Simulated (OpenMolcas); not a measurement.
**Levels of Cu6+ by method**

```
Program             : OpenMolcas 26.06
Basis               : ANO-RCC-VQZP [7s6p4d3f2g1h]
Scalar Hamiltonian  : DKH2, point nucleus
Active space        : 11 electrons in 8 orbitals (RAS1 3p, at most 2 holes; RAS2 3d)
State averaging     : 2S+1 = 6 even, 1 root; 2S+1 = 4 even, 24 roots; 2S+1 = 2 even, 53 roots
Spin-orbit coupling : RASSI with atomic mean-field integrals over the reference wave functions, term energies averaged over their components
```

Methods on the same reference wave functions:
A. RASSCF
B. SS-RASPT2, IPEA 0.25 Eh, imaginary shift 0.1 Eh (closed shells correlated: 3s)
C. MS-RASPT2, IPEA 0.25 Eh, imaginary shift 0.1 Eh (closed shells correlated: 3s)

Energies in cm-1 above 3d5 6S 5/2, the measured ground level; measured values from the list in Gamrath, thesis, University of Mons (2023).

```
            Level      A      B      C  Measured
       3d5 6S 5/2    0.0    0.0    0.0       0.0
       3d5 4G 5/2  52663  47520  47520          
       3d5 4G 7/2  52798  47650  47650          
      3d5 4G 11/2  52837  47680  47680          
       3d5 4G 9/2  52879  47730  47730          
       3d5 4P 5/2  54505  52410  52410     50732
       3d5 4P 3/2  54729  52700  52700     51067
       3d5 4P 1/2  54934  53030  53030     51407
       3d5 4D 7/2  62626  57380  57380     55742
       3d5 4D 1/2  62899  57730  57730     56210
       3d5 4D 3/2  63067  58030  58030     56428
       3d5 4D 5/2  63093  58100  58100     56427
      3d5 2I 11/2  77069  69230  69230     67757
3d5 2D 5/2 [63 %]  77070  73250  73270          
      3d5 2I 13/2  77414  69530  69530     67918
       3d5 2D 3/2  78597  74660  74660     72227
    3d5 2F 7/2(1)  80953  76960  76760     74408
       3d5 4F 9/2  83341  77880  77880     75930
       3d5 4F 7/2  83505  78160  78210     76349
       3d5 4F 3/2  84003  78810  78810     76886
3d5 2H 9/2 [75 %]  88998  82810  82810     80717
      3d5 2H 11/2  89938  84010  84010     81954
       3d5 2G 7/2  92984  85130  85120     82746
```

Deviations, from unrounded energies. A percentage is the sum of absolute deviations over the sum of measured energies, with the sign that they share, or ± where signs differ.

```tsv
Against measurement	Levels	A	B	C
mean absolute deviation (cm-1)	17	6900	1900	1900
other terms of the ground configuration (%)	17	+10.4	+2.8	+2.8
```

B, C lie about equally close to measurement and A furthest from it. The largest miss of C in the table is 3d5 2D 3/2, by +2400 cm-1. The ranking rests on the paired levels alone, and a cruder setting can come out closer through cancelling errors.

Between B and C the level of the table that moves most is 3d5 2F 7/2(1), by 200 cm-1 (lowest in C, highest in B). Moves below CASPT2's spread within the term are not significant.

The two smallest mean deviations differ by little beside CASPT2's spread within terms, so their order carries little weight.

From A to B the spin-free energies of the other terms of 3d5 shown, above 6S, scale by factors of 0.90 to 0.97, as is usual when dynamic correlation screens the repulsion within a d or f shell.

The lowest spin-free term lies below A's lowest term by 0.428 hartree in B, 0.428 hartree in C.

Term energies are means over components that CASPT2 splits; among the terms shown or strongly mixed into the levels shown the widest spread is 630 cm-1 (3d5 2I, C). Some levels mix across a computed gap that differs much from the measured one, so their mixing is not that of the real levels. Active for correlation alone: 3p; no level in the range computed is led by a configuration that opens it, so any true level of that kind is missing. Without dynamic correlation excited terms often stand tens of per cent too high (terms of higher spin than the ground term too low), and those without a measured partner can miss by more than the paired ones (holds for A). Measured partners are found by configuration, term and J. A level has none where our copy of the source lacks it or the pairing is in doubt (some pairs that miss far off the trend of their configuration count as doubtful), and it then counts in no deviation. Levels of configurations outside the active space are missing. Levels that lie high or do not pair safely by name in every column are left out.

A share in square brackets marks a mixed level and gives the weight of the term that names it, the lowest over the columns. A number in round brackets counts repeated terms of one configuration in the order of the reference energies.
